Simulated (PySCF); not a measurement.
Species: C₃F₆PS₂ (charge -1).
SMILES with atom numbers: `[F:1][C:2]([F:3])([F:4])[P:5]([C:6](=[S:7])[S-:8])[C:9]([F:10])([F:11])[F:12]`

Method used: TDDFT wB97X-D/def2-SVPD, vertical, gas phase, core orbitals frozen in the response (PySCF). Geometry: PBE0-D3(BJ)/def2-SVP, one conformer, isolated ion. The geometry's basis has no diffuse functions, a weakness for an anion. Torsions of this conformer, `[F:1][C:2]([F:3])([F:4])[P:5]([C:6](=[S:7])[S-:8])[C:9]([F:10])([F:11])[F:12]`: F1–C2–P5–C6 53°, C2–P5–C6–S7 20°, C2–P5–C9–F10 -164°.

List the vertical singlet excitations with oscillator strengths and describe the spectrum.

```csv
state,E (eV),E (kJ/mol),λ (nm),f,"main configurations (H = HOMO, L = LUMO)"
S1,2.57,248,481.8,0.0002,H→L (98%)
S2,2.83,273,438.2,0.0012,"H-2→L (83%), H-1→L (15%)"
S3,3.88,374,319.7,0.159,"H-1→L (77%), H-2→L (15%)"
S4,5.14,496,241.0,0.011,"H→L+1 (57%), H-3→L (16%), H→L+3 (9%)"
S5,5.22,504,237.4,0.0011,"H→L+2 (49%), H→L+1 (12%)"
S6,5.30,511,234.1,0.013,"H-2→L+1 (29%), H-1→L+1 (26%), H-3→L (26%)"
S7,5.37,518,230.8,0.0071,"H-1→L+1 (22%), H-1→L+2 (15%), H-1→L+4 (13%)"
S8,5.41,522,229.3,0.041,"H-2→L+2 (22%), H-1→L+1 (18%), H→L+4 (9%)"
S9,5.46,527,227.1,0.0068,"H-1→L+2 (31%), H-2→L+2 (20%), H-1→L+4 (17%)"
S10,5.58,538,222.3,0.202,"H-3→L (24%), H-2→L+1 (22%), H-2→L+4 (13%)"
```

Triplets, Tamm–Dancoff:

```csv
state,E (eV),λ (nm),"main configurations (H = HOMO, L = LUMO)"
T1,2.26,549.6,"H-1→L (61%), H→L (27%), H-2→L (9%)"
T2,2.31,536.3,"H→L (70%), H-1→L (27%)"
T3,2.56,484.5,"H-2→L (88%), H-1→L (9%)"
T4,4.42,280.6,"H-3→L (80%), H-4→L (10%)"
```

The lowest singlet comes at 482 nm (248 kJ/mol) in the visible; it is dark (f under 0.0005); its leading configuration is HOMO→LUMO (98%). The strongest level in the table is S10 at 5.58 eV (222 nm, f = 0.202). It is the last of those listed, so stronger ones may follow. Löwdin shares by element: HOMO sulfur 81%, carbon 9% or more, phosphorus 5%; LUMO sulfur 55%, carbon 32% or more, phosphorus 8%. The oscillator strengths of these states sum to 0.444; summed over the whole spectrum of an exact calculation they would give the number of electrons, 120 (Thomas–Reiche–Kuhn). Of the 10 states listed, 5 reach f = 0.01 and 1 stays under 0.0005. Weighted by f, the mean energy of these states is 4.92 eV. 2 computed singlets (S1 to S2) lie in the visible range (380 to 750 nm), the largest f among them at 438 nm, f = 0.0012; light of that wavelength is blue, and its complementary colour is yellow; a Tamm–Dancoff triplet lies at 550 nm, without intensity as long as spin–orbit coupling is left out. No detachment energy is given for this anion; states above it aren't bound, and a finite basis only mimics them. The window holds the lowest 10 singlets.
